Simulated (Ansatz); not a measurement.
Relaxation of H$_{8}$O$_{3}$Si$_{3}$ (14 atoms, charge 0, multiplicity 1), to a largest force component of 0.02 eV/Å in at most 40 steps.

Level of theory: Ansatz 0.2.0, RKS PBE/6-31G.

```xyz
14
Properties=species:S:1:pos:R:3:forces:R:3
Si 0.000 0.000 0.000 1.14 1.81 0.31
H 0.000 0.000 1.460 -0.03 0.01 1.02
O 1.584 0.000 -0.559 -0.56 1.20 0.15
Si 2.491 -1.376 -0.887 0.92 -0.79 -0.59
H 1.660 -2.352 -1.586 -0.45 -0.76 -0.48
H 3.632 -1.020 -1.725 0.72 0.30 -0.48
H 2.969 -1.954 0.366 0.37 -0.46 0.92
O -0.791 1.371 -0.559 1.24 0.32 0.38
Si -2.400 1.426 -1.040 -0.97 0.40 -0.65
H -3.212 0.642 -0.114 -0.69 -0.58 0.68
H -2.862 2.811 -1.038 -0.23 0.90 0.05
H -2.527 0.874 -2.385 -0.21 -0.37 -0.90
O -0.791 -1.371 -0.559 -1.42 -1.93 0.70
H -1.246 -1.837 0.213 0.18 -0.04 -1.10
```

Question: Where does it end, and by what steps?

Answer: It converged. The force dipped under the threshold on the way, but the program's further checks kept it going. Limits of this set-up: no polarisation functions. After 37 steps the energy has fallen by 0.913 eV; O13 moved furthest, 1.77 Å.

```tsv
step	energy less start (eV)	largest force component (eV/Å)	accepted
0	0.0000	1.932	yes
2	-0.6665	0.280	yes
4	-0.7473	0.389	yes
6	-0.7972	0.956	yes
8	-0.8464	0.089	yes
10	-0.8578	0.053	yes
12	-0.8714	0.254	yes
14	-0.8824	0.139	yes
16	-0.8915	0.037	yes
18	-0.8971	0.139	yes
20	-0.9007	0.109	yes
22	-0.9048	0.145	yes
24	-0.9080	0.030	yes
26	-0.9087	0.064	yes
28	-0.9098	0.042	yes
30	-0.9114	0.042	yes
32	-0.9121	0.035	yes
34	-0.9128	0.030	yes
36	-0.9132	0.016	yes
37	-0.9133	0.008	yes
```

```xyz
14
Properties=species:S:1:pos:R:3
Si -0.276 -0.314 0.689
H 0.153 0.330 1.969
O 0.971 -0.256 -0.471
Si 2.266 -1.095 -1.246
H 1.748 -2.318 -1.981
H 2.890 -0.140 -2.237
H 3.306 -1.535 -0.234
O -1.624 0.472 0.010
Si -2.124 1.416 -1.353
H -3.583 1.745 -1.144
H -1.315 2.695 -1.451
H -1.961 0.632 -2.642
O -0.675 -1.936 1.118
H -1.269 -2.482 0.561
```

The run took 3.3 min on 1 thread of Arm Neoverse V2 (shared host), peak memory 0.14 GiB.
